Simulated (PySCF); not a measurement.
A structure optimised at ωB97X-D3(BJ)/def2-SVP, used in a PySCF frequency run:

```
B
O 1 1.3612
H 2 0.9622 1 113.02
N 1 1.3985 2 121.49 3 180.00
H 4 1.0098 1 123.16 2 180.00
H 4 1.0124 5 115.46 1 180.00
Br 1 1.9554 2 119.73 3 0.00
```

Q: Write its SMILES, formula and point group.

A: NB(O)Br, BBrH₃NO, Cs

Q: What are its rotational constants (standard atomic weights)?

A: 9.4707, 2.8567, 2.1947 GHz
